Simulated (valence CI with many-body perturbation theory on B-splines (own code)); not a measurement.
**Forbidden lines of Se²⁰⁺**

Level of theory: relativistic CI+MBPT: four valence electrons over a frozen Dirac-Fock core [Ne], a basis of 11 s, 11 p, 9 d, 7 f, 5 g, 2 h, 1 i functions for each j, with the one-electron correlation potential Σ1 (screened to all orders), the two-electron term Σ2, the three-electron term Σ3, Breit, model QED; selected single and double excitations, second order for the rest (own B-spline code, finite nucleus).

No measured spectrum was set against this ion. As an estimate, levels of excited configurations hold to 0.05 to 0.15 % of their energy, terms of the ground configuration to about 0.5 %.

Lines 1 to 11 of 11 in falling wavelength, among levels below 1353000 cm⁻¹, chosen from the decays that carry over 1 % of a level's rate. Wavelengths and rates use the calculated energies, so an error of 300 cm⁻¹ moves a line at 1412 Å by 0.42 % and its rate by three times that or more. Electric multipoles are in the length gauge, E1 and E2 with the static RPA response of the core. S is in atomic units (e²a₀⁴ for E2 and M2, e²a₀⁶ for E3), for M1 in squared Bohr magnetons. Weak lines are less certain than strong ones. Lines between different terms over intervals too small for the method are left out, as are lines whose strength nearly cancels.

Names give the largest LS component (configuration and term), which can be under half, so a name can repeat, a term be missing and a line seem to break the LS rules; names also repeat where a configuration has a term twice.

| λ vac (Å) | Upper | Lower | Type | A (s⁻¹) | S (a.u.) |
| --- | --- | --- | --- | --- | --- |
| 4386 | 3s2 3p2 3P_2 | 3s2 3p2 3P_1 | M1 | 1.05e+02 | 1.64e+00 |
| 2211 | 3s2 3p 3d 3F°_4 | 3s2 3p 3d 3F°_3 | M1 | 1.78e+03 | 6.43e+00 |
| 2042 | 3s2 3p2 3P_1 | 3s2 3p2 3P_0 | M1 | 1.86e+03 | 1.76e+00 |
| 1412 | 3s2 3p2 1D_2 | 3s2 3p2 3P_2 | M1 | 3.27e+03 | 1.71e+00 |
| 1394 | 3s2 3p2 3P_2 | 3s2 3p2 3P_0 | E2 | 1.51e+00 | 3.54e-02 |
| 1068 | 3s2 3p2 1D_2 | 3s2 3p2 3P_1 | M1 | 3.86e+03 | 8.72e-01 |
| 632.5 | 3s2 3p2 1S_0 | 3s2 3p2 3P_1 | M1 | 2.58e+04 | 2.42e-01 |
| 413.0 | 3s2 3p 3d 3F°_4 | 3s 3p3 3D°_3 | M1 | 2.91e+02 | 6.83e-03 |
| 382.5 | 3s2 3p 3d 3F°_4 | 3s 3p3 3D°_2 | E2 | 6.74e+01 | 4.43e-03 |
| 272.6 | 3s2 3p 3d 3F°_4 | 3s 3p3 5S°_2 | E2 | 6.11e+01 | 7.39e-04 |
| 158.8 | 3s2 3p 3d 3F°_4 | 3s2 3p2 1D_2 | M2 | 1.63e+02 | 1.32e-04 |
